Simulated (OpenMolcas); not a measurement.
What dynamic correlation does to the levels of Sb

| Item | Value |
| --- | --- |
| Program | OpenMolcas 26.06 |
| Basis | ANO-RCC-VDZP [6s5p3d1f] |
| Scalar Hamiltonian | DKH2, point nucleus |
| Active space | 3 electrons in 3 orbitals (5p) |
| State averaging | 2S+1 = 4 odd, 1 root; 2S+1 = 2 odd, 8 roots |
| Spin-orbit coupling | state interaction with AMFI integrals over the reference wave functions, term energies averaged over their components |

Methods on the same reference wave functions:
A. CASSCF
B. SS-CASPT2, IPEA 0.25 Eh, imaginary shift 0.1 Eh (closed shells correlated: 4d 5s)

Energies in cm⁻¹ above 5s² 5p³ ⁴S°_3/2, the measured ground level; measured values from NIST Handbook of Basic Atomic Spectroscopic Data.

| Level | A | B | Measured |
| --- | --- | --- | --- |
| 5s² 5p³ ⁴S°_3/2 | 0.0 | 0.0 | 0.0 |
| 5s² 5p³ ²D°_3/2 | 12439 | 11480 | 8512 |
| 5s² 5p³ ²D°_5/2 | 13347 | 12480 | 9854 |
| 5s² 5p³ ²P°_1/2 | 21921 | 19910 | 16395 |
| 5s² 5p³ ²P°_3/2 | 23190 | 21320 | 18464 |

Deviations, from unrounded energies. A percentage is the sum of absolute deviations over the sum of measured energies, with the sign that they share, or ± where signs differ.

| Against measurement | Levels | A | B |
| --- | --- | --- | --- |
| mean absolute deviation (cm-1) | 4 | 4400 | 3000 |
| other terms of the ground configuration (%) | 4 | +33.2 | +22.5 |

B lies closest to measurement on these levels. The largest miss of B in the table is 5s² 5p³ ²P°_1/2, by +3500 cm-1. The ranking rests on the paired levels alone, and a cruder setting can come out closer through cancelling errors.

From A to B the spin-free energies of the other terms of 5s² 5p³ shown, above ⁴S°, scale by factors of 0.91 to 0.93.

The lowest spin-free term lies below A's lowest term by 0.373 hartree in B.

Term energies are means over components that CASPT2 splits; among the terms shown or strongly mixed into the levels shown the widest spread is 140 cm-1 (5s² 5p³ ²D°, B). With the s shell closed, the reference lacks s² → p² mixing. Some terms miss by over 15 % even with CASPT2, which points to a basis or an active space too small for the shells correlated (holds for B). Measured partners are found by configuration, term and J. A level has none where our copy of the source lacks it or the pairing is in doubt (some pairs that miss far off the trend of their configuration count as doubtful), and it then counts in no deviation. Only configurations of the active space appear.

° marks odd parity.
